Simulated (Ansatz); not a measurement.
`O/C(S)=[CH]\[GeH3]` + `[OH][GeH2][F]` → `[F][GeH2][O][GeH3]` + `C=C(O)S`  (ligand exchange at a Ge–C bond)

Calculated with Ansatz (gas phase, PBE0-D4/def2-TZVP geometries, no zero-point term in ΔE). CBS: MP2 limit from def2 TZ/QZ plus the TZ coupled-cluster correction, frozen cores. Functionals use def2-TZVPP. B3LYP here is the variant with VWN-RPA as its local correlation; programs differ in this. For Ge outer-core shells are correlated without core-valence functions, which leaves a few kJ/mol of doubt a bond. Scalar relativity is left out up to krypton. One conformer a species, not always the lowest.

**Question.** Is it downhill or uphill in electronic energy at CCSD(T)/CBS, and by how much? (Best estimate.)

**Answer.** Computed: Downhill: ΔE = -8.6 kcal/mol.

**Question.** What do these levels give: PBE-D4, r2SCAN-D4, PBE0-D4, ωB97M-V, PBE0, B3LYP, MP2/def2-TZVPP, CCSD/def2-TZVPP, HF/def2-QZVPP, MP2/def2-QZVPP, SCS-MP2/def2-QZVPP, MP2/CBS(def2)? (Best estimate.)

**Answer.** Ansatz gave: PBE-D4 -6.5, r2SCAN-D4 -8.1, PBE0-D4 -6.9, ωB97M-V -8.8, PBE0 -7.2, B3LYP -10.0, MP2/def2-TZVPP -8.0, CCSD/def2-TZVPP -9.5, HF/def2-QZVPP -14.5, MP2/def2-QZVPP -8.0, SCS-MP2/def2-QZVPP -9.9, MP2/CBS(def2) -7.7 kcal/mol.

Largest T1 diagnostic among the species: 0.013.

In def2-TZVPP, CCSD(T) changes the Hartree–Fock value by +5.1 kcal/mol (the triples alone add +0.7 kcal/mol) and MP2 by +6.0 kcal/mol.
